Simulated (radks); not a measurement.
All-electron atom: Gd27+ in [Ar] 3d10 4s2 4p4 4d1 5d2 (not the ground configuration). Calculated with a radial shooting solver on a logarithmic mesh with Libxc functionals: scalar-relativistic Kohn-Sham, AM05, spin-polarised, spherical densities, point nucleus; open shells are filled with parallel spins first (spin-orbit coupling, left out, can overturn this in heavy ions).

Local quantities along the radius. ELF = 1/(1 + alpha^2) is the electron localisation function; alpha = (tau - tau_W)/tau_unif compares the Pauli kinetic energy density with that of the uniform gas (summed over spins). tau is taken from the large components.

| r (bohr) | ELF | alpha |
|---|---|---|
| 0.001717 | 0.999 | 0.02577 |
| 0.001952 | 0.999 | 0.02672 |
| 0.002236 | 0.999 | 0.02802 |
| 0.002541 | 0.999 | 0.02956 |
| 0.002888 | 0.999 | 0.03148 |
| 0.003309 | 0.999 | 0.03406 |
| 0.003761 | 0.999 | 0.03712 |
| 0.004309 | 0.998 | 0.04127 |
| 0.004897 | 0.998 | 0.04627 |
| 0.005566 | 0.997 | 0.05273 |
| 0.006377 | 0.996 | 0.06178 |
| 0.007247 | 0.995 | 0.07319 |
| 0.008237 | 0.992 | 0.08862 |
| 0.009437 | 0.988 | 0.1115 |
| 0.01073 | 0.980 | 0.1421 |
| 0.01219 | 0.967 | 0.1860 |
| 0.01397 | 0.939 | 0.2550 |
| 0.01587 | 0.890 | 0.3516 |
| 0.01804 | 0.805 | 0.4927 |
| 0.02067 | 0.668 | 0.7056 |
| 0.02349 | 0.519 | 0.9630 |
| 0.0267 | 0.397 | 1.232 |
| 0.03059 | 0.332 | 1.420 |
| 0.03477 | 0.336 | 1.407 |
| 0.03951 | 0.401 | 1.221 |
| 0.04527 | 0.521 | 0.9583 |
| 0.05145 | 0.639 | 0.7523 |
| 0.05895 | 0.723 | 0.6186 |
| 0.067 | 0.751 | 0.5761 |
| 0.07614 | 0.723 | 0.6192 |
| 0.08724 | 0.620 | 0.7823 |
| 0.09915 | 0.471 | 1.060 |
| 0.1127 | 0.351 | 1.358 |
| 0.1291 | 0.334 | 1.411 |
| 0.1467 | 0.432 | 1.146 |
| 0.1668 | 0.591 | 0.8324 |
| 0.1911 | 0.720 | 0.6233 |
| 0.2172 | 0.766 | 0.5534 |
| 0.2468 | 0.732 | 0.6051 |
| 0.2828 | 0.573 | 0.8635 |
| 0.3214 | 0.342 | 1.387 |
| 0.3653 | 0.235 | 1.802 |
| 0.4185 | 0.331 | 1.422 |
| 0.4756 | 0.557 | 0.8923 |
| 0.5406 | 0.672 | 0.6993 |
| 0.6193 | 0.516 | 0.9678 |
| 0.7039 | 0.205 | 1.972 |
| 0.8064 | 0.097 | 3.052 |
| 0.9166 | 0.137 | 2.510 |
| 1.042 | 0.207 | 1.958 |
| 1.193 | 0.191 | 2.061 |
| 1.356 | 0.106 | 2.905 |
| 1.542 | 0.035 | 5.265 |
| 1.766 | 0.006 | 13.02 |
| 2.007 | 0.001 | 40.19 |
| 2.282 | 0.000 | 166.4 |

On this mesh the ELF has minima near r = 0.031, 0.13, 0.37, 0.81 bohr, which separate the shells, and maxima near 0.067 (0.75), 0.22 (0.77), 0.54 (0.67), 1.0 (0.21).
